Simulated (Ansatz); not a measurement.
Computed with Ansatz on PBE0-D4/def2-TZVP structures; ΔE is electronic, products minus reactants. CCSD(T)/CBS is the MP2 limit (def2-TZVPP, def2-QZVPP) plus CCSD(T) − MP2 in def2-TZVPP, frozen cores. Functionals use def2-TZVPP. B3LYP here is the variant with VWN-RPA as its local correlation; programs differ in this. Each species was taken in one conformer, which may not be the lowest.

Reaction (cleavage of the Si–B bond): `CB(Cl)[SiH2]O` + `N[SiH](O)Cl` → `O[SiH2]N[SiH](O)Cl` + `CBCl`

```csv
level,ΔE (kJ/mol),difference from CCSD(T)/CBS
PBE-D4,-81.2,17.0
B3LYP-D4,-96.9,1.3
ωB97X-V,-96.3,1.9
B2PLYP,-98.9,-0.7
PBE,-78.6,19.6
r2SCAN,-94.2,4.0
B3LYP,-92.7,5.5
SCS-MP2/def2-TZVPP,-105.4,-7.2
CCSD/def2-TZVPP,-100.5,-2.3
HF/def2-QZVPP,-109.9,-11.7
CCSD(T)/CBS,-98.2,0
```

Largest T1 diagnostic among the species: 0.012.

From PBE to PBE0 (25 % exact exchange), in def2-TZVPP and without D4, ΔE moves by −7.5 kJ/mol. The D4 term adds −4.2 kJ/mol with B3LYP and −2.2 kJ/mol with PBE0; it sums over pairs of atoms, weighted by their polarisabilities, and B3LYP, whose exchange is more repulsive, gets the larger term.
